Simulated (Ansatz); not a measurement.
**Worked example: vertical ionisation energy of C2H6Te (dimethyl telluride)**

C2H6Te has 9 atoms, charge 0, and is taken as a singlet. SMILES: `C[Te]C`. The coordinates come from a PBE0-D4/def2-TZVP relaxation.

```xyz
9

C    -0.7772    1.0191   -0.8912
Te    1.2436    0.3715   -0.6460
C     0.7821   -1.0339    0.8952
H    -1.3996    0.1800   -1.1962
H    -0.7815    1.7785   -1.6723
H    -1.1419    1.4516    0.0385
H     0.0941   -1.7865    0.5148
H     1.7165   -1.5104    1.1894
H     0.3526   -0.5162    1.7507
```

Both states at this one shape; open shells run unrestricted unless said. 1 Eh = 27.2114 eV.

| level | program | singlet C2H6Te (Eh) | doublet C2H6Te+ (Eh) | HOMO of the first (eV) |
| --- | --- | --- | --- | --- |
| SVWN5/def2-SVP (core potential) | Ansatz | -346.606127 | -346.316307 | -4.56 |
| revPBE/def2-SVP (core potential) | Ansatz | -347.786057 | -347.506106 | -4.43 |

Q: Work out the vertical ionisation energy at each level.

A: 
1. SVWN5/def2-SVP (core potential): -346.316307 − (-346.606127) = 0.289820 Eh = 7.89 eV; −ε(HOMO) = 4.56 eV.
2. revPBE/def2-SVP (core potential): -347.506106 − (-347.786057) = 0.279951 Eh = 7.62 eV; −ε(HOMO) = 4.43 eV.

No measured value is set beside it here; the levels span 7.62 to 7.89 eV. In semi-local functionals −ε(HOMO) lies far under the ionisation energy, a result of self-interaction. Spin-orbit coupling is left out.
